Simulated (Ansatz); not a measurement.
`N[SiH2]S[SiH2]F` + `N[SiH2][SiH3]` → `F[SiH2]N[SiH2][SiH3]` + `N[SiH2]S`  (ligand exchange at the Si–S bond)

Gas-phase electronic energies from Ansatz, PBE0-D4/def2-TZVP geometries. CBS: MP2 limit from def2 TZ/QZ plus the TZ coupled-cluster correction, frozen cores. This one scheme is used for every species. Functionals use def2-TZVPP. B3LYP here is the variant with VWN-RPA as its local correlation; programs differ in this. Each species was taken in one conformer, which may not be the lowest.

```csv
level,ΔE (kJ/mol),difference from CCSD(T)/CBS
PBE-D4,4.8,10.7
r2SCAN-D4,-0.2,5.7
PBE0-D4,1.8,7.7
ωB97X-V,-5.1,0.8
B2PLYP,-7.9,-2.0
r2SCAN,-0.3,5.6
PBE0,0.7,6.6
B3LYP,-8.3,-2.4
MP2/def2-TZVPP,-5.1,0.8
CCSD/def2-TZVPP,-11.3,-5.4
CCSD(T)/def2-TZVPP,-8.8,-2.9
HF/def2-QZVPP,-18.4,-12.5
MP2/def2-QZVPP,-3.7,2.2
SCS-MP2/def2-QZVPP,-8.0,-2.1
HF/CBS(def2),-18.5,-12.6
CCSD/CBS(def2),-8.4,-2.5
CCSD(T)/CBS,-5.9,0
```

Largest T1 diagnostic among the species: 0.012.

In def2-TZVPP, CCSD(T) changes the Hartree–Fock value by +8.5 kJ/mol (the triples alone add +2.5 kJ/mol) and MP2 by +12.3 kJ/mol.
